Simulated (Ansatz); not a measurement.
## How methods differ on GeH3 (SMILES [GeH3])

The species is GeH3 (4 atoms), meant as a doublet with charge 0. As SMILES, `[GeH3]`. Geometry: relaxed at PBE0-D4/def2-TZVP.

```xyz
4

Ge    0.2146   -0.1259   -0.2494
H     1.0550    0.1096    1.0183
H    -0.8828   -1.1759   -0.0001
H    -0.3868    1.1922   -0.7688
```

Quantity: the vertical energy of the quartet above the doublet, in eV. The values are calculated.

```csv
level,kind,program,value (eV),less FCI/STO-3G,CPU time (all runs)
UPBE/STO-3G,GGA,Ansatz,10.58,-1.25,9.2 s
UB3LYP/STO-3G,global hybrid,Ansatz,11.05,-0.78,3.9 s
U-wB97M-V/STO-3G,range-separated hybrid,Ansatz,11.35,-0.48,37 s
RPA@PBE/STO-3G,RPA,Ansatz,10.46,-1.37,13 s
UMP2/STO-3G,perturbation theory,Ansatz,11.80,-0.03,0.33 s
UBCCD(T)/STO-3G,coupled cluster or CI,Ansatz,11.85,+0.02,0.71 s
UCCSD/STO-3G,coupled cluster or CI,Ansatz,11.85,+0.02,0.58 s
UCCSDT(Q)/STO-3G,coupled cluster or CI,Ansatz,11.83,0.00,3.5 s
FCI/STO-3G,exact in the basis,Ansatz,11.83,0.00,1.4 s
```

FCI/STO-3G is exact within its basis and frozen core, so for wave-function methods in that basis the difference is their error; functionals converge differently with the basis, so for them it is only a difference. All-electron rows without a relativistic Hamiltonian named are non-relativistic. The values span 10.46 to 11.85 eV. All rows use very small basis sets, so none should be taken for the real molecule's value. In the correlated wave-function rows the outer d shell of Ge is correlated, in sets not made for it. Times are those of the runs behind each value, whatever else they computed, on shared processors of several kinds: orders of magnitude only.
